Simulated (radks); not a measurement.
The xenon ion Xe2+, configuration [Kr] 4d10 5s2 5p3 6s1 (not the ground configuration). Method: scalar-relativistic Kohn-Sham, TASK exchange with Perdew-Wang LDA correlation, spin-polarised, spherical densities, finite nucleus; open shells are filled with parallel spins first (spin-orbit coupling, left out, can overturn this in heavy ions); meta-GGA in the generalised Kohn-Sham scheme; Fermi nuclear charge, rms radius 4.7859 fm; computed with a radial shooting solver on a logarithmic mesh with Libxc functionals.

Local quantities along the radius. ELF = 1/(1 + alpha^2) is the electron localisation function; alpha = (tau - tau_W)/tau_unif compares the Pauli kinetic energy density with that of the uniform gas (summed over spins). tau is taken from the large components.

```
   r/bohr * ELF (the largest magnitude, 0.999, reaches the edge; | marks zero)
 0.002302 |                                                      *
  0.00268 |                                                      *
 0.003119 |                                                      *
 0.003632 |                                                      *
 0.004228 |                                                      *
 0.004922 |                                                      *
  0.00573 |                                                      *
  0.00667 |                                                      *
 0.007703 |                                                      *
 0.008968 |                                                      *
  0.01044 |                                                      *
  0.01215 |                                                     *
  0.01415 |                                                     *
  0.01647 |                                                   *
  0.01918 |                                                 *
  0.02232 |                                           *
  0.02599 |                                   *
  0.03001 |                         *
  0.03494 |                   *
  0.04068 |                 *
  0.04736 |                    *
  0.05513 |                           *
  0.06418 |                                   *
  0.07471 |                                       *
  0.08698 |                                        *
   0.1013 |                                    *
   0.1169 |                            *
   0.1361 |                   *
   0.1585 |                 *
   0.1845 |                       *
   0.2148 |                                  *
   0.2501 |                                        *
   0.2911 |                                         *
   0.3389 |                                  *
   0.3945 |                 *
   0.4556 |         *
   0.5304 |                 *
   0.6175 |                                  *
   0.7189 |                                         *
   0.8369 |                                        *
   0.9743 |                                *
    1.134 |                     *
     1.32 |                *
    1.537 |                     *
    1.775 |                                *
    2.067 |                                     *
    2.406 |                               *
    2.801 |                *
    3.261 |         *
    3.796 |                    *
    4.419 |                                       *
    5.144 |                                                *
    5.989 |                                                    *
    6.917 |                                                     *
    8.052 |                                                     *
    9.374 |                                                     *
```

On this mesh the ELF has minima near r = 0.041, 0.16, 0.46, 1.3, 3.3 bohr, which separate the shells, and maxima near 0.0011 (1.00), 0.087 (0.75), 0.29 (0.75), 0.72 (0.76), 2.1 (0.69).
